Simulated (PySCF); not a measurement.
The multiplicity was assumed; other spin states weren't computed. def2 core potentials replace the inner electrons of Au.

B3LYP has the VWN-RPA correlation part, as in Gaussian. Excitations are Tamm–Dancoff values on a coarser integration grid. The basis has no diffuse functions, so Rydberg states are missing or too high.

Z-matrix (Å, degrees):
```
C
C 1 1.3930
H 2 1.1000 1 120.35
H 1 1.1001 2 120.35 3 0.61
C 1 1.4180 4 119.23 2 179.20
C 5 1.4139 1 119.11 4 179.98
C 6 1.3995 5 120.38 1 -1.91
H 7 1.0999 6 120.36 5 -177.99
H 6 1.1000 7 120.33 8 1.14
C 7 1.4132 8 119.19 6 178.84
S 5 1.7730 6 117.99 9 -6.12
S 10 1.7742 7 118.74 8 -5.72
Au 11 2.2822 5 104.65 6 126.52
Au 12 2.2843 10 104.28 7 117.27
```
Charge 0, multiplicity 1.

Question: What is the computed HOMO–LUMO gap, dipole moment and S1 excitation (TDA) (B3LYP-D3(BJ)/def2-SVP // PBE-D3(BJ)/def2-SVP run with PySCF)?

Answer: 
```yaml
HOMO–LUMO gap: 2.38 eV
dipole_moment: 1.64 D
S1 excitation (TDA): 1.77 eV
```
